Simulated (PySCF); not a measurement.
Al(Me)(H) (CH4Al), SMILES [CH3][AlH], multiplicity 2. The structure is a stationary point at ωB97X-D3(BJ)/def2-TZVP. The multiplicity is an assumed one; other spin states were not compared. The isomer is the one that the SMILES or the coordinates give; other isomers of the formula were not compared.

Give the equilibrium geometry at ωB97X-D3(BJ)/def2-TZVP (PySCF confirms it by a frequency run) as bond lengths and angles, and its point group. (The exact figures need the calculation; the answer reports its results.)

point group Cs.
Atoms: Al1 C2 H3 H4 H5 H6. Bond lengths (Å): Al1–C2 1.965, Al1–H6 1.605, C2–H3 1.097, C2–H4 1.097, C2–H5 1.091. Angles (°): C2–Al1–H6 117.3, Al1–C2–H3 109.3, Al1–C2–H4 109.3, Al1–C2–H5 114.5, H3–C2–H4 106.9, H3–C2–H5 108.3, H4–C2–H5 108.3.
Charge 0, spin multiplicity 2.
